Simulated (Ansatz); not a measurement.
Ideal-gas functions of `[OH][Ge]([F])([F])[SH]` at 500 K and 1 bar, from an Ansatz frequency run at PBE0-D4/def2-TZVP.

Molar mass 160.69 g/mol, point group C1 (symmetry number 1), electronic degeneracy 1, moments of inertia 143.317, 239.431, 248.455 u Å². Harmonic wavenumbers (cm⁻¹, unscaled): 90, 149, 170, 199, 242, 258, 275, 444, 718, 734, 760, 787, 934, 2707, 3871.

Use S(trans) = R[1.5 ln M + 2.5 ln T − 1.1517]; rotational temperatures θ = 24.2544 K / I; S(rot) = R[ln(√π/σ · √(T³/θAθBθC)) + 1.5]; for each mode x = 1.438777 ν̃/T, S = R[x/(eˣ − 1) − ln(1 − e⁻ˣ)] and H = RT x/(eˣ − 1); 1 cm⁻¹ = 0.0119627 kJ/mol; R = 8.31446 J/(mol·K).

Question: By hand: the entropy, in J/(mol·K).

Answer: Translation 183.0. Rotation: θ = 0.1692, 0.1013, 0.0976 K, giving 121.3. Vibration, mode by mode: 19.57, 15.42, 14.34, 13.06, 11.49, 10.98, 10.47, 6.82, 3.62, 3.49, 3.29, 3.09, 2.22, 0.03, 0.00, in all 117.9. Electronic 0.0. Sum 422.2 J/(mol·K).

Question: By hand: H − E and G − E in kJ/mol, counted from the electronic energy.

Answer: Zero-point energy ½ × 12338 × 0.0119627 = 73.8; thermal vibration 29.3; translation, rotation and pV give 4 RT = 16.6. H − E = 119.7 kJ/mol, and G − E = 119.7 − 500 × 422.2/1000 = -91.4 kJ/mol.

Vibration gives 28 % of the entropy, 35.0 J/(mol·K) of it from the modes under 150 cm⁻¹: soft modes count most, and the harmonic formula is weakest for them. The sum counts one conformer and one mirror image; others add a mixing term.
